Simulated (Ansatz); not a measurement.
C2H9GaOS. Charge 0, multiplicity 1. The bonds changed during the relaxation, so this is another structure than the one it started from.

```xyz
14

C    -0.727    0.171   -1.856
Ga   -0.128    0.289    0.019
C    -1.074   -0.326    1.629
O     1.559   -1.148   -0.071
S     1.419    1.937    0.340
H    -1.069   -0.837   -2.104
H    -1.567    0.851   -2.024
H     0.066    0.454   -2.552
H    -0.377   -0.472    2.456
H    -1.593   -1.269    1.445
H    -1.816    0.414    1.938
H     1.703   -1.500   -0.956
H     2.214   -0.439    0.055
H     1.389    1.876    1.681
```

What are the harmonic wavenumbers in cm⁻¹ at PBE0-D4/def2-TZVP (Ansatz, finite differences of forces, unscaled)? (Estimate.)

Computed: 74, 100, 116, 127, 133, 142, 157, 226, 235, 329, 354, 503, 545, 597, 619, 638, 689, 717, 739, 770, 1226, 1228, 1449, 1450, 1454, 1458, 1618, 2716, 3046, 3052, 3129, 3134, 3137, 3143, 3646, 3872.

Is this a minimum?

Yes, all 36 modes are real.

Give the ideal-gas thermochemistry at 298.15 K and 1 bar (rigid rotor, harmonic oscillator; point group C1, symmetry number 1).

Zero-point energy 278.6 kJ/mol; H(298) − E = 309.4 kJ/mol; entropy 421.6 J/(mol·K), of which translation 171.4, rotation 117.2, vibration 132.9; G(298) − E = 183.7 kJ/mol. Modes under 100 cm⁻¹ are hindered rotations or soft bends, so the harmonic entropy is rough.
